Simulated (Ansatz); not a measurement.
```xyz
2

O    -0.0102    0.0026   -0.1574
H     0.0143   -0.0464    0.8561
```

Basis set: cc-pVDZ (spherical functions). Frozen core: 1 orbital. Charge 0, multiplicity 2.

Computed with Ansatz (development build ahead of 0.2.0); each method stands on the lowest determinant of its kind that the runs found.

(1) Give the atomization energy at this shape (free ground-state atoms in the same class of orbitals less the molecule, no zero-point energy) of doublet OH by UHF-MP2, UHF.

Answers

(1)

```tsv
method	atomization energy
UHF-MP2	92.93 kcal/mol
UHF	62.49 kcal/mol
```
